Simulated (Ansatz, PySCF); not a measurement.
Gas-phase reaction in SMILES: [H][P@TB7]([H])([H])([H])[H] (PH5) → [H][P@TB5-]([H])([H])[H] + H+
Geometries: B3LYP-D3(BJ)/def2-TZVP minima from Ansatz (a program for electronic structure).

Property: gas-phase deprotonation energy (enthalpy at 298 K, with B3LYP-D3(BJ) rigid-rotor harmonic-oscillator terms from PySCF), in kcal/mol. Cores are frozen in the correlated levels unless marked. Spin-orbit coupling is left out. No relativistic terms. Anions need diffuse functions: def2-D sets add few; the other sets have none. CBS(X,Y): correlation extrapolated as X^-3; Hartree-Fock from the larger set.

| level | program | gas-phase deprotonation energy (kcal/mol) | minus last row |
|---|---|---|---|
| HF/def2-SVPD | Ansatz | 358.6 | 5.4 |
| HF-D3(BJ)/def2-TZVPD | PySCF + dftd3 | 364.5 | 11.3 |
| SVWN5/def2-TZVPD | Ansatz | 338.7 | -14.5 |
| revPBE/def2-TZVPD | Ansatz | 350.2 | -3.0 |
| wB97X-V/def2-TZVPD | Ansatz | 355.7 | 2.5 |
| B2GP-PLYP-D4/def2-TZVPD | Ansatz + dftd4 | 353.3 | 0.1 |
| B2PLYP-D4/def2-TZVPD | Ansatz + dftd4 | 351.9 | -1.3 |
| B2PLYP/def2-TZVPD | Ansatz | 352.4 | -0.8 |
| PBE-QIDH/def2-TZVPD | Ansatz | 355.2 | 2.0 |
| MP2/STO-3G | Ansatz | 468.5 | 115.3 |
| MP2/def2-SVP | Ansatz | 362.9 | 9.7 |
| MP2/cc-pVTZ | Ansatz | 356.4 | 3.2 |
| MP2/def2-TZVPP | Ansatz | 358.6 | 5.4 |
| RI-MP2/def2-TZVPP | Ansatz | 358.6 | 5.4 |
| SCS-MP2/6-31G | Ansatz | 339.1 | -14.1 |
| CCSD/cc-pV(D+d)Z | Ansatz | 363.8 | 10.6 |
| CCSD(T)/6-31G* | Ansatz | 362.9 | 9.7 |
| CCSD(T)/def2-QZVPP | Ansatz | 355.1 | 1.9 |
| CCSD(T)/def2-QZVPPD | Ansatz | 353.5 | 0.3 |
| CCSD(T) with core electrons (1s frozen past Ne)/cc-pwCVTZ | Ansatz | 358.2 | 5.0 |
| CCSD(T)/CBS(def2-TZVPPD,def2-QZVPPD) | Ansatz | 353.2 | 0.0 |
